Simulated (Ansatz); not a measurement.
`O[Si](O)(O)F`. Charge 0, multiplicity 1. All single points use the PBE0-D4/def2-TZVP geometry. It is one conformer, not always the lowest.

```xyz
8

O    -1.493    0.423    0.347
Si    0.056    0.040    0.071
O     0.240   -1.568    0.097
O     0.520    0.624   -1.366
F     0.963    0.686    1.212
H    -1.736    1.349    0.381
H     0.026   -2.040    0.903
H     1.425    0.485   -1.646
```

Q: What is the dipole moment at B3LYP/def2-TZVPP? (Best estimate.)

A: The calculation gave: 0.55 D, with components (0.32, 0.22, 0.39) D in this frame, pointing from negative to positive charge.

Q: And with PBE, r2SCAN, ωB97M-V? (An estimate is asked.)

A: Ansatz gave: PBE 0.50 D, r2SCAN 0.54 D, ωB97M-V 0.56 D.

Q: Give the Mulliken charges with B3LYP, r2SCAN, ωB97M-V in def2-TZVPP. (An estimate is asked.)

A: Computed: 
```tsv
atom	B3LYP	r2SCAN	ωB97M-V
O1	-0.38	-0.40	-0.37
Si2	0.88	0.89	0.86
O3	-0.38	-0.40	-0.37
O4	-0.38	-0.40	-0.37
F5	-0.32	-0.32	-0.31
H6	0.19	0.21	0.19
H7	0.19	0.21	0.19
H8	0.19	0.21	0.19
```

B3LYP here is the variant with VWN-RPA as its local correlation; programs differ in this.
